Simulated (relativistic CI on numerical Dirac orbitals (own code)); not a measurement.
## Spin-allowed bands of a d3 ion in an octahedral site, by hand

Problem. A d3 ion in an octahedral site has a 4A2 ground term and spin-allowed bands at ν1 = 28200 and ν2 = 37026 cm⁻¹ (from a computed ligand-field model). Find Δ and the Racah parameter B, and predict the third band.

Working.
1. The F term splits into A2 (−1.2Δ), T2 (−0.2Δ) and T1 (+0.6Δ), so ν1 = E(T2) − E(A2) = Δ = 28200 cm⁻¹.
2. T1(F) mixes with T1(P), which lies at 15B, through an element 0.4Δ. The two roots, counted from A2, are ν2,3 = ½(15B + 3Δ) ∓ ½√[(15B − Δ)² + 12BΔ].
3. Solving the lower root for B gives B = (2ν1² + ν2² − 3ν1ν2)/(15ν2 − 27ν1) = -170994924/-206010 = 830 cm⁻¹.
4. The sum of the roots is 15B + 3Δ, so ν3 = 15B + 3ν1 − ν2 = 60024 cm⁻¹ (167 nm).

Check. The bands were computed by exact diagonalisation of the d3 shell with B = 830 and Δ = 28200 cm⁻¹, which gives ν3 = 60024 cm⁻¹. C does not enter the terms of highest spin.
